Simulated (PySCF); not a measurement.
Compound: C5H6ClFO (charge +1 and doublet state).
Cartesian coordinates in Å at the GFN2-xTB level; atoms count from 1:
```xyz
14
C5H6ClFO angstrom
F     -3.2983    0.2786   -0.4731
C     -2.8691    0.3665    0.7751
C     -1.5904    0.1383    1.0786
C     -0.5784   -0.2309    0.0444
O      0.7189   -0.2531    0.5898
C      1.7660   -0.0597   -0.1683
C      3.0268   -0.1556    0.3601
Cl     4.3946    0.1001   -0.5644
H     -3.6420    0.6527    1.4737
H     -1.2571    0.2035    2.1012
H     -0.8177   -1.2511   -0.3099
H     -0.6444    0.4246   -0.8361
H      1.6233    0.1819   -1.2204
H      3.1672   -0.3962    1.4071
```

The hyperfine couplings belong to this conformer and change with its torsions.

The species is `C(=C\Cl)/OC[CH][CH+]F` [radical] (charge +1).

The calculation used PySCF, UKS B3LYP, pcH-1 on C Cl F H O, non-relativistic, mean-field spin-orbit, GIAO. One conformer (not necessarily the lowest) at the GFN2-xTB geometry, without solvent, vibrations or thermal averaging. A GFN2-xTB geometry isn't a minimum of the functional, and hyperfine couplings can be far from their values at a DFT geometry, by a factor of two or more for some ions and for spin on atoms past the first row. Stability of the SCF solution: not tested.

Problem. Give the principal g shifts and their parts.

Solution. 
```
                    Δg (ppt)      1      2      3
relativistic mass correction  -0.24  -0.24  -0.24
            gauge correction  -0.01   0.05   0.05
   orbital Zeeman/spin–orbit  -0.18   9.06  16.05
                       total  -0.42   8.87  15.86
```

So g = 2.00189, 2.01119, 2.01818 and g_iso = 2.01042; the tensor is rhombic: the two nearest values differ by 43 % of g3 − g1. Axes: g2 points within 14° of the C7–H14 bond and g3 points within 15° of the C7–Cl8 bond.

Problem. Average each term over the three axes. Which is largest in size?

Solution. The orbital-Zeeman/spin–orbit term 8.31, the mass correction -0.24 and the gauge correction 0.03 ppt, for a total of 8.10 ppt. The orbital-Zeeman/spin–orbit term is the largest in size. The mass correction is the same along every axis, so the anisotropy comes from the other two: their spans along these axes are 0.06 (gauge) and 16.23 ppt (orbital Zeeman/spin–orbit).

Problem. At 9.548 GHz, how far is the centre of the isotropic spectrum from where a free electron (g = 2.002319) resonates?

Solution. B = hν/(g μB) with μB/h = 13.99624 MHz/mT gives 340.70 mT for the free electron and 339.32 mT at g_iso, 1.37 mT lower.

Problem. What are the electron Larmor frequencies g μB B/h along the three axes at 1200 mT?

Solution. 33.6228, 33.7789, 33.8964 GHz for g1, g2 and g3, a range of 273.6 MHz.

Problem. In a frozen sample, at which fields do the three g values resonate at 9.5, 34, 94 and 263 GHz (hyperfine left aside), and which band first spreads them over more than twice a line width of 1.0 mT?

Solution. 
```csv
band,GHz,B(g3) mT,B(g2) mT,B(g1) mT,spread mT
X,9.5,336.32,337.49,339.06,2.74
Q,34.0,1203.67,1207.86,1213.46,9.79
W,94.0,3327.79,3339.37,3354.87,27.08
J,263.0,9310.73,9343.12,9386.49,75.76
```

The spread grows in proportion to the frequency. X band is the first where it exceeds 2.0 mT.

The largest Mulliken spin populations are on C7 (+0.34), O5 (+0.22), Cl8 (+0.18) and C6 (+0.13). Three atoms exceed +0.15.

The HOMO–LUMO gaps are 5.12 eV among the α and 1.08 eV among the β orbitals.

The SMILES draws the unpaired electron on C3; the largest computed Mulliken spin population is on C7 (0.34 against 0.06).
